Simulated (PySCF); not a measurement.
Co(OH)3 (CoH3O3), SMILES [OH][Co]([OH])[OH] (connectivity only; charge and spin as stated), neutral, multiplicity 5. Atoms are numbered in the order given.

```xyz
7

Co     0.0078     0.0030     0.0000
O      1.1692    -1.3530     0.0000
H      0.8406    -2.2722     0.0000
O      0.7295     1.6352     0.0000
H      0.0924     2.3775     0.0000
O     -1.7606    -0.1779     0.0000
H     -2.2476    -1.0218     0.0000
```
Charge 0, spin multiplicity 5.

Coordinates come from a PBE-D3(BJ)/def2-SVP optimisation. The spin state was assumed, not searched. One conformer was computed; it need not be the lowest.

Method: CAM-B3LYP/def2-TZVPD in PySCF.

Mulliken values depend strongly on the basis, most of all with diffuse functions as here. ESP charges are fitted to the potential on shells at 1.4 to 2.0 van der Waals radii. Atomic charges (e):

```tsv
atom	meta-Löwdin	Mulliken	ESP fit	Mulliken spin
Co1	1.56	1.15	0.74	3.03
O2	-0.86	-0.66	-0.60	0.32
H3	0.34	0.27	0.35	0.00
O4	-0.85	-0.66	-0.59	0.34
H5	0.34	0.30	0.39	0.00
O6	-0.89	-0.67	-0.68	0.30
H7	0.35	0.26	0.39	0.01
```
